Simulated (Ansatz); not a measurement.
The cluster Cu4, relaxed as a triplet with UKS PBE-D4/def2-SVP in Ansatz, starting from the PBE-D4/def2-SVP geometry of the neutral singlet. Force threshold 0.02 eV/Å.

The relaxation made no stability test and no search for a lower SCF solution. At PBE-D4/def2-SVP a singlet of charge 0 lies 0.60 eV below the triplet, each at its own geometry. The structure comes from a short search, and lower isomers may exist.

Start:

```xyz
4

Cu   -1.0391   -0.4202    0.1911
Cu    1.0391    0.4202   -0.1911
Cu   -0.3514   -0.0558   -2.0338
Cu    0.3514    0.0558    2.0338
```

```json
{"step": "1", "energy (eV)": "-178511.0667", "largest force component (eV/Å)": "0.922", "SCF passes": "42"}
{"step": "2", "energy (eV)": "-178511.1518", "largest force component (eV/Å)": "0.537", "SCF passes": "27"}
{"step": "3", "energy (eV)": "-178511.2052", "largest force component (eV/Å)": "0.244", "SCF passes": "28"}
{"step": "4", "energy (eV)": "-178511.2163", "largest force component (eV/Å)": "0.098", "SCF passes": "24"}
{"step": "5", "energy (eV)": "-178511.2175", "largest force component (eV/Å)": "0.001", "SCF passes": "26"}
```

Force components are those of the run's own axes.

End:

```xyz
4

Cu   -1.1574   -0.4680    0.2128
Cu    1.1574    0.4680   -0.2128
Cu   -0.3287   -0.0522   -1.9026
Cu    0.3287    0.0522    1.9026
```

By distances, no bond broke or formed. The bond that changes most is Cu1–Cu2, from 2.27 to 2.53 Å (atoms count from 1).

No frequencies were taken in this run, so the end may be a saddle point.

Hardware: 4 threads of Arm Neoverse V2 on a shared host. Wall time 14 s.
